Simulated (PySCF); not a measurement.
Interval between two levels of Zn by level of theory

Zn [Ar] 3d10 4s2 → Zn [Ar] 3d10 4s1 4d1 [3D3, M_J = 3], as a difference of total energies. All numbers are calculated (PySCF 2.14, the two-component X2C-1e Hamiltonian, in x2c-SVPall-2c with one added diffuse shell each of s, d type (6s5p4d1f, 48 functions)). Correlated levels: [Ne] frozen; the 6 highest virtual spinors dropped. "Screened" scales the spin-orbit matrix elements by Boettger's factors to mimic the two-electron term; Breit and QED terms are absent.

```tsv
method	interval between two levels (cm⁻¹)
GHF (spin-free)	54768
GMP2 (spin-free)	62819
GHF (screened spin-orbit)	54779
GMP2 (screened spin-orbit)	62830
```

Errors of the correlated levels include the incompleteness of this basis and the frozen core.

The labels give the starting determinants; with spin-orbit coupling the two ends relaxed to ⟨J²⟩ = 0.00, ⟨L²⟩ = 0.00, ⟨S²⟩ = 0.00 and ⟨J²⟩ = 12.00, ⟨L²⟩ = 6.00, ⟨S²⟩ = 2.00.

For comparison: 62777 cm⁻¹ (measured; NIST Handbook of Basic Atomic Spectroscopic Data (Sansonetti and Martin, J. Phys. Chem. Ref. Data 34, 1559 (2005))).
